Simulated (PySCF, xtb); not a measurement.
B₃H₅N₃, SMILES [B]1NBNBN1 (connectivity only; charge and spin as stated), charge +1, multiplicity 1.

Harmonic wavenumbers (cm⁻¹) from GFN2-xTB (xtb 6.7.1) at its own minimum, in rising order: 264, 329, 418, 461, 486, 600, 645, 707, 723, 774, 834, 895, 906, 933, 984, 1033, 1052, 1195, 1248, 1251, 1335, 1774, 2730, 2731, 3422, 3448, 3453.

Problem. What does PySCF with PBE-D3(BJ)/def2-SVP give at its own minimum? (The exact figures need the calculation; the answer reports its results.)

Solution. 284, 330, 436, 459, 481, 483, 593, 713, 768, 860, 878, 882, 884, 934, 979, 995, 1083, 1203, 1219, 1303, 1387, 1788, 2658, 2661, 3505, 3550, 3556. Paired by order, the mean absolute difference is 40 cm⁻¹ and the zero-point energies are 49.5 and 49.9 kcal/mol.
